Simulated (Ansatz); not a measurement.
`C#[C][Al]([OH])[CH2]F` at its PBE0-D4/def2-TZVP geometry, where that method's forces vanish. Total charge 0; spin multiplicity 1.

```xyz
10

C    -0.9950    0.2635    2.6508
C    -0.7240    0.2242    1.4721
Al   -0.2905    0.1573   -0.3780
O    -1.3708    0.7285   -1.5469
C     1.4054   -0.5587   -1.0791
F     2.2219   -1.0263   -0.0454
H    -1.2290    0.2955    3.6911
H    -2.2272    1.1036   -1.3498
H     1.9692    0.1995   -1.6363
H     1.2399   -1.3872   -1.7785
```

Problem. What forces (eV/Å) does PBE-D4/def2-TZVPP give on these atoms in the Gaussian-basis code of Ansatz? (An estimate is asked.)

Solution. Computed: 
```
C1  -0.200  0.028  0.874
C2   0.226 -0.037 -0.942
Al3  0.138 -0.076  0.240
O4   0.136 -0.034 -0.402
C5  -0.238  0.126 -0.205
F6   0.348 -0.201  0.467
H7  -0.049  0.008  0.211
H8  -0.420  0.184  0.086
H9   0.107  0.170 -0.150
H10 -0.048 -0.168 -0.180
```
